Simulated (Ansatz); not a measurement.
Gas-phase reaction R1 → 3 P1 + P2, each structure at its B3LYP-D3(BJ)/def2-TZVP stationary point, reached from a drawn start (curvature not checked).
P1: H atom, charge 0, multiplicity 2.
P2: N atom, charge 0, multiplicity 4.
R1: NH3 (SMILES N), charge 0, multiplicity 1.

P less R. No zero-point or thermal terms; singlets are restricted closed shells; open shells are unrestricted.

Frozen-core correlation throughout.

The values were computed with Ansatz (Gaussian orbitals). Each number belongs to the level named beside it.

The comparison value is 12.743 eV (CCSD(T)/cc-pVQZ). It is a level with limits of its own, not the exact answer.

**Question.** Order these levels by how close they come to the comparison value for the reaction energy, closest first: BLYP/def2-TZVPP, PBE/def2-TZVPP, r2SCAN/def2-TZVPP, BHLYP/def2-TZVPP, SVWN5/def2-TZVPP. Give each level's value less the comparison value.

**Answer.** r2SCAN/def2-TZVPP (-0.016 eV), BHLYP/def2-TZVPP (-0.200 eV), BLYP/def2-TZVPP (0.295 eV), PBE/def2-TZVPP (0.308 eV), SVWN5/def2-TZVPP (1.834 eV)

Ansatz is a quantum-chemistry and plane-wave program.
